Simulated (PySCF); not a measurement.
Gas-phase reaction: 2 InF + 2 HO2 ⇌ In2O + 2 HF + O3, at 1200 K and a standard pressure of 1 bar. Level: BLYP/def2-TZVP†.

Computed with PySCF and rigid-rotor harmonic-oscillator thermochemistry at 1 bar. † marks an energy on the PBE0/def2-TZVP geometry and frequencies. Open shells (unrestricted): HO2 (multiplicity 2); the rest are closed-shell singlets. In: scalar-relativistic def2 core potential, no spin-orbit coupling. The harmonic model lacks anharmonicity and excited electronic states, which grow with temperature; levels with a mode under 35 cm⁻¹ are left out. Strong static correlation: O3. Soft modes under 120 cm⁻¹ make the harmonic entropy rough for In2O.

```tsv
species	E (Ha)	H(1200 K) − E (kJ/mol)	S°(1200 K) (J/mol/K)
InF	-290.05158	45.2	286.5
HO2	-150.96481	86.3	285.7
In2O	-455.54591	75.6	388.2
HF	-100.47910	60.1	214.5
O3	-225.52234	74.5	302.4
```
E: electronic energy; H − E holds the zero-point and thermal terms. 1 Ha = 2625.5 kJ/mol.

Q: Work out ΔH°, ΔS°, ΔG° and log10 K from these numbers.

A: 1. ΔE = 1×(-455.54591) + 2×(-100.47910) + 1×(-225.52234) − 2×(-290.05158) − 2×(-150.96481) = 0.00633 Ha = 16.6 kJ.
2. Δ(H − E) = 1×(75.6) + 2×(60.1) + 1×(74.5) − 2×(45.2) − 2×(86.3) = 7.3 kJ, so ΔH° = 23.9 kJ.
3. ΔS° = 1×(388.2) + 2×(214.5) + 1×(302.4) − 2×(286.5) − 2×(285.7) = -24.8 J/K; the number of gas molecules stays the same.
4. ΔG° = ΔH° − TΔS° = 23.9 − 1200×(-24.8)/1000 = 53.7 kJ.
5. log10 K = −ΔG°/(RT ln 10) = -2.34, with RT ln 10 = 22.97 kJ/mol; at standard pressures the reactants are favoured.
6. A shift of 10 kJ in ΔE would move log10 K by 0.44 here.
For scale, ΔH°(298 K) is 15 kJ at this level, 44 kJ at ωB97M-V/def2-TZVP†, and runs from -140 to 287 kJ over the 18 levels computed.
